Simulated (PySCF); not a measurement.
# C⁺: excitation energy

C⁺ [He] 2s2 2p1 (2P) → C⁺ [He] 2s2 3s1 (2S), as a difference of total energies. Computed with PySCF 2.14 in aug-cc-pCVQZ-DK (9s8p6d4f2g, 109 functions), with the spin-free X2C one-electron Hamiltonian (Gaussian nucleus). Correlated levels: valence: 1s2 frozen; valence and next inner shell: nothing frozen. The calculations carry no spin-orbit coupling.

Task: Order these methods by the excitation energy they give, lowest first.
A. LDA
B. MP2 (valence and next inner shell)
C. UHF
D. BLYP

Result: C (14.358 eV), B (14.391 eV), A (14.515 eV), D (14.692 eV).

Errors of the correlated levels include the incompleteness of this basis and the frozen core.

For comparison: 14.444 eV (measured; NIST levels, between the centres of gravity of the two terms).
